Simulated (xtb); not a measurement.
CH5GaO3, SMILES C[O][Ga]([OH])[OH]. All values are semi-empirical tight-binding results from xtb (GFN2-xTB unless named), good for trends rather than for accurate numbers. The structure is a stationary point at GFN2-xTB. The structure was generated by enumeration; whether it is a known compound was not checked. Other conformers were not sampled.

For metal compounds this method's bond lengths and energies can be far off.

| Item | Result |
|---|---|
| point group as xtb finds it | Cs |
| orbital gap | 3.77 eV |
| zero-point energy | 40.2 kcal/mol |
| G − E(el) at 298.15 K (modified RRHO) | 19.3 kcal/mol |
